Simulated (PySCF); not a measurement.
# How methods differ on the ionisation energy of Tl⁺

Tl⁺ [Xe] 4f14 5d10 6s2 (1S) → Tl²⁺ [Xe] 4f14 5d10 6s1 (2S), as a difference of total energies. Computed with PySCF 2.14 in x2c-TZVPPall, with scalar relativity by spin-free X2C-1e. Correlated levels: valence: [Xe] 4f14 5d10 frozen; valence and next inner shell: [Kr] 4d10 4f14 frozen. The calculations carry no spin-orbit coupling.

```tsv
method	ionisation energy (eV)	error (eV)
UHF	18.396	-2.032
LDA	21.010	+0.582
PBE	20.562	+0.134
PBE0	20.231	-0.197
r2SCAN	20.408	-0.020
BLYP	20.628	+0.200
TPSS	20.341	-0.087
M06	20.238	-0.190
MP2 (valence)	18.923	-1.505
SCS-MP2 (valence)	19.028	-1.400
MP2 (valence and next inner shell)	20.400	-0.028
SCS-MP2 (valence and next inner shell)	20.282	-0.146
```

Reference: 20.428 eV (measured; NIST Atomic Spectra Database, ionization energies).

Errors of the correlated levels include the incompleteness of this basis and the frozen core.
